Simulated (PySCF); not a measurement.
C6H6NO (doublet state).
Z-matrix (Å and degrees, GFN2-xTB geometry), rows numbered from 1:
```
C 
N   1  1.2984
C   2  1.3440  1  105.71
C   3  1.4154  2  108.98  1     0.07
C   4  1.3511  3  131.83  2   179.83
C   5  1.4590  4  149.61  3   179.62
C   5  1.4582  4  147.73  3     0.35
O   1  1.3437  2  114.84  3    -0.06
H   1  1.0709  2  126.34  3  -179.91
H   3  1.0690  2  122.71  1  -179.92
H   6  1.0826  5  118.81  7   107.94
H   6  1.0825  5  118.89  7  -107.72
H   7  1.0827  5  118.76  6   107.80
H   7  1.0827  5  118.85  6  -107.92
```

The hyperfine couplings belong to this conformer and change with its torsions.

As a line formula: `n1coc(c1)[C]1CC1` [radical].

Level of theory: UKS B3LYP, pcH-1 on C H N O, non-relativistic, mean-field spin-orbit, GIAO in PySCF. Isolated species at its GFN2-xTB geometry (one conformer only). A GFN2-xTB geometry isn't a minimum of the functional, and hyperfine couplings can be far from their values at a DFT geometry. No stability test was run, so a lower SCF solution isn't excluded. ⟨S²⟩ is 0.774 where a pure state has 0.75.

Q: Match the computed a_iso(1H) values +57.4, +54.7, -29.7, -23.6 MHz (means over equivalent nuclei) with the sites H9; H10; H11/H12; H13/H14.

A: 
```json
{"site": "H9", "a_iso (MHz)": "-23.6", "ρ(0) (bohr⁻³)": "-0.0053", "position": "3 bonds from C3, on C1 of spin population +0.27", "distance from C5 (Å)": "4.41", "bound to": "C1", "spin population there": "+0.27", "largest |T| (MHz)": "13.3"}
{"site": "H10", "a_iso (MHz)": "-29.7", "ρ(0) (bohr⁻³)": "-0.0066", "position": "1 bond from C3", "distance from C5 (Å)": "2.98", "bound to": "C3", "spin population there": "+0.42", "largest |T| (MHz)": "16.7"}
{"site": "H11/H12", "a_iso (MHz)": "+57.4", "ρ(0) (bohr⁻³)": "+0.0128", "position": "2 bonds from C5", "distance from C5 (Å)": "2.20", "bound to": "C6", "spin population there": "-0.04", "largest |T| (MHz)": "5.2"}
{"site": "H13/H14", "a_iso (MHz)": "+54.7", "ρ(0) (bohr⁻³)": "+0.0122", "position": "2 bonds from C5", "distance from C5 (Å)": "2.20", "bound to": "C7", "spin population there": "-0.05", "largest |T| (MHz)": "5.1"}
```

ρ(0) is the spin density at the nucleus and T the dipolar tensor; entries for several nuclei are means. The Mulliken spin populations are largest on C5 (+0.59), C3 (+0.42), C1 (+0.27) and C4 (-0.18). Three atoms exceed +0.15. The positive populations add up to 1.41 and the negative ones to -0.41, together 2S = 1. The angles at C5 add up to 360.0°, so it is planar. Main spin sites, with 60 % or more of the largest population: C3, C5; positions count bonds from the nearest.

The spin density at the nucleus, in bohr⁻³, is negative for C4 (-0.0410), N2 (-0.0176) and C6 (-0.0170), for instance. A restricted open-shell determinant has no negative spin density anywhere; here it arises because α and β orbitals differ (spin polarisation).

Nuclei that the bonding pattern makes equivalent are averaged, as if the motion that swaps them (rotation, inversion, ring flip) were fast. C6 and C7, with what hangs on them, aren't averaged: C5 is flat or nearly so (angle sum 360°), and its turn about the short C5–C4 bond (1.35 Å) is taken as slow.

The SMILES `c1ncc([C]2CC2)o1` draws the unpaired electron on C5, whose computed spin population is only +0.59.
